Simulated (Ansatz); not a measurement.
Z-matrix (Å, degrees):
```
C
C 1 1.3329
H 2 1.0893 1 120.90
H 2 1.0893 3 118.22 1 -179.98
C 1 1.4446 2 152.71 3 0.04
C 5 1.3241 1 62.72 2 179.96
H 5 1.0857 6 147.73 1 179.94
H 6 1.0858 5 147.74 7 -0.10
```
Charge 0, multiplicity 1.

Computed with frozen-core CCSD(T)/cc-pVTZ // PBE-D3(BJ)/def2-TZVP in Ansatz (a quantum-chemistry and plane-wave program).

```yaml
HF energy: -153.72400 Ha
MP2 correlation energy: -0.62456 Ha
```

Task: Estimate the CCSD correlation energy, the (T) correction, the total energy and the T1 diagnostic.

Result: 
```yaml
CCSD correlation energy: -0.64782 Ha
"(T) correction": -0.03345 Ha
CCSD(T) total energy: -154.40527 Ha
T1 diagnostic: 0.013
```
